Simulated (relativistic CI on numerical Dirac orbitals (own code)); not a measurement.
# Sensitivity of the levels of Os XLVI to α and to the nuclear radius

These numbers are calculated, not measured: Dirac-Coulomb-Breit CI, separate exchange-only KLI orbitals for each configuration, derivatives by finite differences, unscaled Slater integrals, QED left out (own radial code, finite nucleus).

Configuration list (outside the closed core [Ar] 3d10): 4s²4p, 4s4p², 4s²4d, 4p³, 4s4p4d, 4s²4f, 4s4p4f, 4p4d². Levels of other configurations are missing.

With x = (α/α₀)² − 1 an excitation energy changes as ω = ω₀ + qx; K = 2q/ω₀ is the relative enhancement. Terms are leading LS components, so labels can repeat. The field-shift factor is F = δν/δ⟨r²⟩ for the transition from the lowest level.

Lowest level 4s²4p ²P°1/2.

```tsv
Level	ω₀ (cm⁻¹)	q (cm⁻¹)	F (GHz/fm²)
4s4p² ⁴P1/2	843163	164900	-2540
4s²4p ²P°3/2	910919	1.121e+06	-198
4s4p² ⁴P3/2	1633657	1.262e+06	-2700
4s4p² ²D5/2	1710790	1.269e+06	-2680
4s4p² ²D3/2	1823544	1.268e+06	-2600
4s4p² ²P1/2	1850495	1.253e+06	-2720
4s²4d ²D3/2	2292148	1.195e+06	-313
4s²4d ²D5/2	2443464	1.577e+06	-717
4s4p² ⁴P5/2	2631290	2.172e+06	-2360
4p³ ²P°3/2	2642876	1.418e+06	-5100
4s4p² ²S1/2	2757892	2.374e+06	-2890
4s4p² ²P3/2	2796026	2.359e+06	-2860
4s4p4d ⁴F°3/2	2926081	1.32e+06	-2720
4s4p4d ⁴F°5/2	2989695	1.345e+06	-2720
4s4p4d ⁴D°1/2	3110153	1.345e+06	-2700
4s4p4d ⁴D°3/2	3119516	1.364e+06	-2750
4s4p4d ⁴P°5/2	3190038	1.53e+06	-2710
4s4p4d ⁴F°7/2	3236231	1.548e+06	-2680
4s4p4d ²F°5/2	3287447	1.597e+06	-2880
4s4p4d ²D°3/2	3294500	1.676e+06	-3180
4p³ ²D°5/2	3552163	2.444e+06	-4990
4p³ ²D°3/2	3557261	2.38e+06	-5020
4p³ ²P°1/2	3602975	2.532e+06	-5280
```

At this charge energies of transitions that change n are usually good to better than 1 %, and those within a shell (Δn = 0) to a few per cent.

Question: Which transition from the lowest level has the largest |K|?

Answer: 4s²4p ²P°3/2 at 910919 cm⁻¹, K = 2.46.
